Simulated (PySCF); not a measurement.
# Ionisation energy of Sn²⁺ by level of theory

Sn²⁺ [Kr] 4d10 5s2 (1S) → Sn³⁺ [Kr] 4d10 5s1 (2S), as a difference of total energies. All numbers are calculated (PySCF 2.14, scalar relativity through the core potential, in aug-cc-pwCVTZ-PP with ECP28MDF). Correlated levels: valence and next inner shell: nothing frozen outside the core potential. The calculations carry no spin-orbit coupling.

Q: Order these methods by the ionisation energy they give, lowest first.
A. CCSD (valence and next inner shell)
B. CCSD(T) (valence and next inner shell)
C. MP2 (valence and next inner shell)
D. SCS-MP2 (valence and next inner shell)

A: A (30.303 eV), B (30.444 eV), D (30.514 eV), C (30.624 eV).

Errors of the correlated levels include the incompleteness of this basis.

For comparison: 30.506 eV (measured; NIST Atomic Spectra Database, ionization energies).
